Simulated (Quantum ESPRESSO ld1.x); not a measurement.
These are the eigenvalues of the occupied orbitals of an atom or ion with whole-number occupations (eV). Calculated with ld1.x of Quantum ESPRESSO 7.5: Dirac Kohn-Sham, relativistic LDA (MacDonald-Vosko exchange, VWN5 correlation), spin-unpolarised, spherical densities, point nucleus.

1s1/2: -11476.6
2s1/2: -2721.28

Which element is it, and in what charge state? The configuration may be excited. Open shells, if any, are shared by 2j + 1.

Answer. Z = 30, zinc, charge +27: Zn27+ in [He] 2s1. The 1s level, -421.76 hartree, gives Z - s = 29.0 by -(Z - s)^2/2, which with screening and relativity narrows Z to a few neighbours, and the depths must fix Z and the occupations together.
